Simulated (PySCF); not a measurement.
**Basis and Hamiltonian dependence of the excitation energy of Tc**

Tc [Kr] 4d5 5s2 (6S) → Tc [Kr] 4d7 (4F). All values are computed (PySCF 2.14, energy differences of UHF-based or UKS calculations, no spin-orbit coupling). Values in eV.

```json
{"basis": "def2-TZVPPD with the def2 core potential (28 electrons)", "Hamiltonian": "ECP", "functions": "56", "UHF": "3.813", "PBE": "2.077", "PBE0": "2.239", "MP2 (valence)": "2.707", "CCSD(T) (valence)": "2.820", "CCSD(T) (valence and next inner shell)": "3.002"}
{"basis": "ANO-RCC-VTZP", "Hamiltonian": "spin-free X2C", "functions": "68", "UHF": "3.601", "PBE": "1.592", "PBE0": "1.845", "MP2 (valence)": "2.328", "CCSD(T) (valence)": "2.489", "CCSD(T) (valence and next inner shell)": "2.596"}
{"basis": "aug-cc-pwCVDZ-PP with ECP28MDF", "Hamiltonian": "ECP", "functions": "70", "UHF": "3.678", "PBE": "1.808", "PBE0": "2.031", "MP2 (valence)": "2.597", "CCSD(T) (valence)": "2.726", "CCSD(T) (valence and next inner shell)": "3.004"}
{"basis": "x2c-TZVPPall", "Hamiltonian": "spin-free X2C", "functions": "79", "UHF": "3.590", "PBE": "1.569", "PBE0": "1.831", "MP2 (valence)": "2.348", "CCSD(T) (valence)": "2.505", "CCSD(T) (valence and next inner shell)": "2.620"}
{"basis": "aug-cc-pVTZ-PP with ECP28MDF", "Hamiltonian": "ECP", "functions": "88", "UHF": "3.659", "PBE": "1.797", "PBE0": "2.017", "MP2 (valence)": "2.423", "CCSD(T) (valence)": "2.566", "CCSD(T) (valence and next inner shell)": "n/a"}
{"basis": "aug-cc-pVTZ-DK", "Hamiltonian": "spin-free X2C", "functions": "102", "UHF": "3.599", "PBE": "1.583", "PBE0": "1.843", "MP2 (valence)": "2.329", "CCSD(T) (valence)": "2.485", "CCSD(T) (valence and next inner shell)": "n/a"}
{"basis": "aug-cc-pVTZ-PP with one added diffuse shell each of s, p, d, f, g type with ECP28MDF", "Hamiltonian": "ECP", "functions": "113", "UHF": "3.659", "PBE": "1.796", "PBE0": "2.016", "MP2 (valence)": "2.423", "CCSD(T) (valence)": "n/a", "CCSD(T) (valence and next inner shell)": "n/a"}
{"basis": "x2c-QZVPPall", "Hamiltonian": "spin-free X2C", "functions": "118", "UHF": "3.598", "PBE": "1.582", "PBE0": "1.842", "MP2 (valence)": "2.278", "CCSD(T) (valence)": "n/a", "CCSD(T) (valence and next inner shell)": "n/a"}
{"basis": "aug-cc-pwCVTZ-PP with ECP28MDF", "Hamiltonian": "ECP", "functions": "122", "UHF": "3.654", "PBE": "1.798", "PBE0": "2.017", "MP2 (valence)": "2.346", "CCSD(T) (valence)": "n/a", "CCSD(T) (valence and next inner shell)": "n/a"}
{"basis": "dyall-av2z", "Hamiltonian": "non-relativistic", "functions": "136", "UHF": "2.564", "PBE": "0.469", "PBE0": "0.732", "MP2 (valence)": "1.469", "CCSD(T) (valence)": "n/a", "CCSD(T) (valence and next inner shell)": "n/a"}
```

Frozen in the all-electron rows: valence and next inner shell: [Ar] 3d10; valence: [Kr]; with a core potential, the same shells as far as they lie outside it.

Non-relativistic rows lack the scalar-relativistic shift.
